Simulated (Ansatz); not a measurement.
Consider the ligand exchange at the Si–S bond: `O[SiH2]S[SiH2]Cl` + `CC(O)=S` → `CC(=S)O[SiH2]O` + `S[SiH2]Cl`.

Isolated molecules relaxed with PBE0-D4/def2-TZVP in Ansatz; ΔE leaves out vibrations. CCSD(T)/CBS is the MP2 limit (def2-TZVPP, def2-QZVPP) plus CCSD(T) − MP2 in def2-TZVPP, frozen cores. DFT in def2-TZVPP. One conformer a species, not always the lowest.

`O[SiH2]S[SiH2]Cl`:

Cartesian coordinates in Å:
```
O -0.550 1.396 1.689
Si 0.760 1.027 0.783
S 0.309 0.903 -1.318
Si -0.326 -1.111 -1.327
Cl -1.868 -1.418 0.022
H -1.296 0.793 1.632
H 1.712 2.144 0.944
H 1.352 -0.278 1.172
H -0.842 -1.417 -2.677
H 0.750 -2.040 -0.920
```

`CC(O)=S`:

Cartesian coordinates in Å:
```
C 0.961 -0.042 -0.168
C -0.518 -0.154 -0.047
O -1.007 0.788 0.756
S -1.458 -1.263 -0.778
H 1.414 -0.123 0.824
H 1.219 0.947 -0.558
H 1.357 -0.813 -0.821
H -1.967 0.661 0.792
```

`CC(=S)O[SiH2]O`:

Cartesian coordinates in Å:
```
C -0.998 1.246 0.044
C -0.398 0.652 -1.190
S -0.863 1.019 -2.697
O 0.587 -0.229 -0.978
Si 1.210 -0.897 0.413
O 0.097 -1.785 1.216
H -1.380 0.453 0.696
H -0.230 1.786 0.607
H -1.802 1.929 -0.212
H 1.628 0.163 1.351
H 2.331 -1.718 -0.087
H -0.184 -2.620 0.838
```

`S[SiH2]Cl`:

Z-matrix (Å, degrees):
```
Si
Cl 1 2.054
S 1 2.120 2 112.9
H 1 1.478 2 108.5 3 -116.6
H 1 1.479 2 106.5 3 122.3
H 3 1.344 1 94.3 2 70.4
```

| level | ΔE (kcal/mol) | difference from CCSD(T)/CBS |
| --- | --- | --- |
| PBE0-D4 | 3.9 | 3.0 |
| PBE | 4.1 | 3.2 |
| MP2/def2-TZVPP | 1.1 | 0.2 |
| SCS-MP2/def2-TZVPP | -0.5 | -1.4 |
| CCSD/def2-TZVPP | -0.8 | -1.7 |
| MP2/def2-QZVPP | 1.5 | 0.6 |
| SCS-MP2/def2-QZVPP | -0.1 | -1.0 |
| HF/CBS(def2) | -3.7 | -4.6 |
| MP2/CBS(def2) | 2.0 | 1.1 |
| CCSD/CBS(def2) | 0.1 | -0.8 |
| CCSD(T)/CBS | 0.9 | 0 |

Largest T1 diagnostic among the species: 0.017.

In def2-TZVPP, CCSD(T) changes the Hartree–Fock value by +3.3 kcal/mol (the triples alone add +0.9 kcal/mol) and MP2 by +4.4 kcal/mol. The D4 term adds +1.1 kcal/mol with B3LYP and +0.5 kcal/mol with PBE0; it sums over pairs of atoms, weighted by their polarisabilities, and B3LYP, whose exchange is more repulsive, gets the larger term.

CCSD(T)/CBS has its own doubt, a few kJ/mol and more with outer-core shells, so smaller differences from it don't rank the levels.

B3LYP here is the variant with VWN-RPA as its local correlation; programs differ in this.
